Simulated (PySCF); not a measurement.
OZn, SMILES [O]=[Zn].

The structure is a stationary point at PBE0-D3(BJ)/def2-TZVPD.

Calculation: IEF-PCM-B3LYP/def2-TZVPD in PySCF 2.14.0.

The values are the electrostatic part of the solvation free energy, E(continuum) − E(gas) at the gas-phase geometry, in a cavity of scaled van der Waals radii (PySCF's table); cavitation and dispersion terms are not included. A continuum can't describe solvent molecules that bind to the metal. In vacuum the orbital gap is 2.41 eV. The dipole moment in vacuum is 5.73 D.

```csv
solvent,ε,ΔG(elec) (kcal/mol),dipole (D),gap (eV)
water,78.36,?,?,?
benzene,2.27,-16.0,7.71,2.88
diethylether,4.24,-25.9,8.87,3.23
```

**Question.** Fill in the missing entries. (Estimate from the structure and the level; the computed values follow.)

**Answer.** 
- water, ΔG(elec) (kcal/mol): -41.6
- water, dipole (D): 10.54
- water, gap (eV): 3.86
